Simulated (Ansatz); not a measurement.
Species: H$_{3}$OSi, SMILES `O[SiH2]` (charge 0, multiplicity 2), formula H₃OSi.

Task: How many basis functions does frozen-core CCSD(T)/cc-pVTZ // B3LYP-D3(BJ)/def2-TZVP (Ansatz, a program for electronic structure) use, how many core orbitals are frozen, and how many electrons are correlated?

Result: 106 basis functions and 6 frozen orbitals, which leaves 13 correlated electrons. Core time is of the order of seconds.
